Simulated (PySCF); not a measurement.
## Computed and published core binding energies of `[O]=[Cr](=[O])([Cl])[Cl]`

Measured values to reproduce (core binding energies): Cl 2p3/2 of Cl4/Cl5 206.07 eV [1]. Sources and the comparison follow the method.

Cl2CrO2 (singlet state).
SMILES with atom numbers: `[O:1]=[Cr:2](=[O:3])([Cl:4])[Cl:5]`

Cartesian coordinates in Å at the PBE0-D3(BJ)/def2-TZVP level; atoms count from 1:
```
atom  x, y, z in Å
O1     0.1672   -1.0271    1.2240
Cr2    0.0037    0.0167    0.1092
O3    -0.1972    1.3999    0.7462
Cl4    1.7463    0.0429   -1.0695
Cl5   -1.6861   -0.4663   -1.0483
```

Method: delta-SCF UKS SCAN, pcX-3 on the ionised atom, pcseg-2 elsewhere, spin-free X2C in PySCF. Binding energies are ΔSCF values: E(core-ionised, relaxed orbitals) − E(ground state) at a fixed geometry, referred to the vacuum level.

| atom | environment | level | this calculation (eV) | reference (eV) | difference (eV) | source |
| --- | --- | --- | --- | --- | --- | --- |
| Cl4/Cl5 | chlorine bonded to Cr | Cl 2p3/2 | 206.44 | 206.07 | +0.37 | [1] |

[1] measured, gas; Jolly, Perry, The calculation of atomic charges by an electronegativity equalization procedure, LBL-2565 (Inorg. Chem. 1974, 13, 2686) Note: scanned preprint of 1974; its energy scale lies about 0.1-0.2 eV below the 1984 compilation (compare Si(CH3)4 105.82 with 105.96).

Task: How far is it from the measured entries?

Result: The one measured value differs by +0.37 eV, too little evidence for a typical error. The calculation is vertical and has no vibrational structure, and measured positions depend on the energy calibration.

Task: What does the calculation give for the levels without a reference value here?

Result: O1/O3 O 1s 538.81 eV; Cl4/Cl5 Cl 1s 2829.11 eV.

The first atom of each set that the bonding makes equivalent was ionised and stands for the set. The 2p values aren't plain energy differences: one relaxed spin-free 2p hole is combined with a matrix within the shell (ground-state 2p orbital-energy differences and spin–orbit coupling). 2p3/2, the mean of its two sublevels, lies a third of the splitting below the shell's mean and 2p1/2 two thirds above it; the statistical areas are 2:1. 2p1/2 minus 2p3/2 (ligand field included): Cl 1.66 eV. No level of chromium is listed. Geometry: PBE0-D3(BJ)/def2-TZVP; no solvent, vibrations or thermal averaging.
The closed-shell solution of the metal species wasn't tested for stability.
